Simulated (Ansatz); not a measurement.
`C[N]1C[O][Al]1[F]`, relaxed with RKS PBE0-D4/def2-TZVP in the Gaussian-basis code of Ansatz from a PBE-D4/def2-SVP geometry. The force threshold is 0.005 eV/Å; the program also tests the step.

Total charge 0; spin multiplicity 1.

Start:

```xyz
11

C    -0.008    0.892    1.247
N     0.149   -0.071    0.195
C    -0.619    0.032   -1.061
O    -0.172   -1.085   -1.836
Al    0.905   -1.513   -0.516
F     2.018   -2.710   -0.212
H    -1.054    0.940    1.633
H     0.268    1.925    0.924
H     0.644    0.632    2.104
H    -1.722   -0.036   -0.879
H    -0.410    0.994   -1.598
```

Question: How much energy does the relaxation release, and in how many steps? (Estimate.)

Answer: Computed: 7.02 kJ/mol, in 8 steps.

Question: Which bonds change most? (An estimate is asked.)

Answer: The calculation gave: O4–Al5 from 1.757 to 1.721 Å; N2–Al5 from 1.776 to 1.747 Å; Al5–F6 from 1.663 to 1.635 Å.

Question: Give the relaxed structure. (Estimate.)

Answer: The calculation gave: 
```xyz
11

C    -0.009    0.887    1.238
N     0.164   -0.074    0.197
C    -0.609    0.040   -1.045
O    -0.162   -1.075   -1.814
Al    0.885   -1.497   -0.515
F     1.973   -2.682   -0.220
H    -1.040    0.906    1.615
H     0.240    1.905    0.906
H     0.643    0.649    2.079
H    -1.691   -0.036   -0.863
H    -0.394    0.977   -1.578
```
